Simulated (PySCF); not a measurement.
# Excitation energy of Pb⁺ by level of theory

Pb⁺ [Xe] 4f14 5d10 6s2 6p1 (2P) → Pb⁺ [Xe] 4f14 5d10 6s1 6p1 6d1 (high-spin determinant), as a difference of total energies. Calculation: PySCF 2.14, in aug-cc-pVTZ-PP with one added diffuse shell each of d, f type with ECP60MDF (6s5p5d3f, 67 functions); scalar relativity through the core potential. Correlated levels: valence: 5s2 5p6 5d10 frozen. The calculations carry no spin-orbit coupling.

```json
{"method": "UHF", "excitation energy (cm⁻¹)": "117900"}
{"method": "LDA", "excitation energy (cm⁻¹)": "133420"}
{"method": "PBE", "excitation energy (cm⁻¹)": "129450"}
{"method": "PBE0", "excitation energy (cm⁻¹)": "128360"}
{"method": "r2SCAN", "excitation energy (cm⁻¹)": "129550"}
{"method": "wB97X", "excitation energy (cm⁻¹)": "134290"}
{"method": "M06-L", "excitation energy (cm⁻¹)": "129840"}
{"method": "revPBE", "excitation energy (cm⁻¹)": "128340"}
{"method": "LC-wPBE", "excitation energy (cm⁻¹)": "130140"}
{"method": "MP2 (valence)", "excitation energy (cm⁻¹)": "122230"}
{"method": "SCS-MP2 (valence)", "excitation energy (cm⁻¹)": "124100"}
```

The upper state lies above the first ionisation limit, but in LS coupling its spin forbids autoionisation to the ground ion; at this Z spin-orbit coupling breaks that rule.

The promoted electron is Rydberg-like, and one or two diffuse shells describe it only roughly, which tends to raise the upper state.

The determinant of the upper state mixes LS terms, which raises its energy above the lowest term, most at the Hartree-Fock and MP2 levels.
